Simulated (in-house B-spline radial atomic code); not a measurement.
# Binding energies in Ag

NIST's tabulated ground configuration is [Kr] 4d10 5s1; each binding energy is the energy of the ion with one electron taken from that subshell, relaxed, less that of the parent. Level of theory: Dirac-Kohn-Sham PBE0, spherical fractional occupations, Fermi nucleus of rms radius 4.5454 fm; calculated with a radial B-spline atomic code at the basis-set limit. Energies include first-order Breit, QED and recoil terms.

Caution: exact exchange at fractional occupations of open shells leaves self-interaction of up to several eV.

| subshell | X-ray name | binding energy (eV) | -ε (eV) | relaxation (eV) |
| --- | --- | --- | --- | --- |
| 1s | K | 25600.8 | 25401.8 | -268.1 |
| 2s | L1 | 3794.5 | 3760.8 | -41.3 |
| 2p1/2 | L2 | 3537.4 | 3492.1 | -52.7 |
| 2p3/2 | L3 | 3367.1 | 3316.5 | -55.6 |
| 3s | M1 | 710.3 | 699.0 | -12.5 |
| 3p1/2 | M2 | 603.6 | 591.7 | -12.9 |
| 3p3/2 | M3 | 574.2 | 560.5 | -14.3 |
| 3d3/2 | M4 | 386.7 | 371.2 | -15.8 |
| 3d5/2 | M5 | 381.2 | 364.9 | -16.4 |
| 4s | N1 | 106.1 | 100.6 | -5.7 |
| 4p1/2 | N2 | 71.77 | 66.42 | -5.50 |
| 4p3/2 | N3 | 67.31 | 61.26 | -6.12 |
| 4d3/2 | N4 | 15 | 9.69 | -5.31 |
| 4d5/2 | N5 | 14.6 | 9.10 | -5.47 |
| 5s | O1 | 7.01 | 4.18 | -2.84 |

Relaxation = -ε minus the binding energy without Breit, QED and recoil terms. With a density functional, K lines can miss by some tenths of a per cent, more in light atoms. For a density functional the relaxation so defined is negative, because -ε of a Kohn-Sham level is smaller than the binding energy.

Emission lines follow as differences of binding energies, with λ = 12398.42 eV·Å / E:

```
 line          holes  energy (eV)  wavelength (Å)
 K-L3     1s → 2p3/2      22233.7         0.55764
 K-L2     1s → 2p1/2      22063.4         0.56195
 K-M3     1s → 3p3/2      25026.6         0.49541
L3-M5  2p3/2 → 3d5/2       2985.9          4.1523
L2-M4  2p1/2 → 3d3/2       3150.7          3.9351
L1-M3     2s → 3p3/2       3220.3          3.8501
L3-M1     2p3/2 → 3s       2656.8          4.6667
L2-N4  2p1/2 → 4d3/2       3522.4          3.5199
```

(1) What screening constant σ does Moseley's law, E = (3/4)·13.6057 eV·(Z - σ)², need for K-L3?

Moseley's non-relativistic formula needs a falling, then negative, screening constant for heavy elements, because relativity binds the 1s electron more strongly than the formula allows.

(2) What does it cost to remove both a 2p3/2 and a 3p1/2 electron?

(3) What does it cost to remove both a 2p3/2 and a 4p1/2 electron?

(4) What does it cost to remove both a 1s and a 4d5/2 electron?

## Answers

(1) σ = 0.32.

(2) 4017.9 eV, which is 47.21 eV more than the two single binding energies together.

(3) 3456.8 eV, which is 17.96 eV more than the two single binding energies together.

(4) 25630 eV, which is 14.69 eV more than the two single binding energies together.
